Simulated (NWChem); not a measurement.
System: CH3NOSn; SMILES O=C=[N][SnH3]

NWChem input:

```
start job
memory heap 200 mb stack 900 mb global 1100 mb
geometry units angstroms noautoz
  Sn     0.020216    -0.867672     0.031533
  N      0.277689     1.142152     0.361685
  C      0.004646     2.270363    -0.002324
  O     -0.214892     3.398327    -0.295564
  H      0.636003    -1.195442    -1.545572
  H      0.941508    -1.610618     1.278014
  H     -1.669989    -1.181715     0.166466
end
basis spherical
  * library def2-svp
end
ecp
  Sn library def2-ecp
end
dft
  xc pbe0
  iterations 150
  mulliken
end
task dft energy
```

Structure relaxed at the PBE-D3(BJ)/def2-SVP level. def2 effective core potentials on Sn; no spin-orbit coupling.

Q: Give the results of this calculation. (PBE0/def2-SVP with def2 effective core potentials on Sn.) Quantities: basis functions; energy (Ha); highest occupied level (eV); orbital gap (eV); dipole (D).

A: The number of basis functions comes out as 83, the energy (Ha) comes out as -383.86 and the highest occupied level (eV) is -8.01. The orbital gap (eV) is 7.48. The dipole (D) is 3.87.
